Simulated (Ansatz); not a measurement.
Molecule: GeF, net charge 1, singlet state. 
Geometry from a B3LYP-D3(BJ)/def2-TZVP (Ansatz, an electronic-structure program) optimisation:
```
F
Ge 1 1.6872
```
Charge +1, spin multiplicity 1.

Basis-set convergence of Hartree-Fock and CCSD correlation energies (hartree) with Ansatz. Cores are frozen in the correlated levels unless marked. Spin-orbit coupling is left out. Frozen are the shells of the preceding noble gas and the d and f shells that filled before the atom's block. No relativistic terms.

| basis | functions | E(HF) | E(corr, CCSD) |
|---|---|---|---|
| aug-cc-pVDZ | 59 | -2174.53186 | -0.27569 |
| aug-cc-pVTZ | 105 | -2174.63069 | -0.33431 |
| aug-cc-pVQZ | 173 | -2174.64197 | -0.35531 |

Extrapolating the two largest sets (X = 3 and 4) as X^-3: E(corr) = (64·(-0.35531) - 27·(-0.33431))/37 = -0.3706 Eh, an estimate of the basis-set limit. The largest set recovers 95.9 % of it, the smallest 74.4 %.
